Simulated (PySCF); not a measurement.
Coordinates in bohr (charge 0 multiplicity 1):
```
Li    2.4263    0.0000    0.0000
Li   -2.4263    0.0000    0.0000
Cl    0.0000    3.3508    0.0000
Cl    0.0000   -3.3508    0.0000
```

All numbers come from PySCF, PBE0, basis Li def2-TZVP, Cl def2-TZVP (no relativity, density fitting).

This geometry of Li₂Cl₂ is a stationary point at this level.

(1) What is the point group?

(2) Is it a minimum?

(3) List the harmonic modes with their infrared intensities.

(4) What is the atomisation energy, with and without zero-point energy?

Answers

(1) D2h.

(2) Yes: all harmonic wavenumbers are real.

(3) 
```tsv
symmetry	ω (cm⁻¹)	IR (km/mol)
b3u	186	120
ag	214	0.0
b1u	384	205
b3g	444	0.0
ag	467	0.0
b2u	530	250
```

(4) 1110 kJ/mol without, 1097 kJ/mol with.

This need not be the most stable arrangement of these atoms.
